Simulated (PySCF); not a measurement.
## Spin states of MgPb

Unrestricted PBE0; PySCF, scalar-relativistic core potentials, basis sets Mg def2-SVP, Pb def2-SVP with ECP60. Outer shells of the fragments: Mg 3s2; Pb 5d10 6s2 6p2.

Followed along the bond (rough minima from three points):

```
2Ms+1  unpaired  ⟨S²⟩ at the start  R at minimum (Å)  Te (eV)
    3      π ↑↑               2.08              2.84     0.00
    1      π ↑↓               1.00              2.83     0.28
    3  σ ↑, π ↑               2.01              3.16     0.48
    1  σ ↓, π ↑               1.01              3.08     0.62
    1      none               0.00              2.82     0.93
```

Solutions found at the starting distance of 2.750 Å, counted from the lowest of them; the search is not exhaustive and high or unbound solutions are not listed, so other states can lie among these:

```csv
2Ms+1,unpaired,term,E (eV),⟨S²⟩,⟨Lz²⟩,μ (D)
3,π ↑↑,³Σ⁻,0.00,2.08,0.00,-2.51
1,π ↑↓,mixed,0.27,1.00,2.01,-2.49
3,"σ ↑, π ↑",³Π,0.67,2.01,1.00,0.70
1,"σ ↓, π ↑",mixed,0.77,1.01,1.00,0.57
1,none,mixed,0.92,0.00,2.00,-2.24
3,"σ ↑↑, π ↑↓",mixed,1.92,3.01,2.01,-1.37
```

A term symbol is given only where ⟨S²⟩ and ⟨Lz²⟩ are close to those of a pure state; real π, δ and φ orbitals otherwise mix terms. A positive dipole means Mg(−)Pb(+).

Spin–orbit coupling is left out, which matters for elements this heavy, above all for dissociation energies.
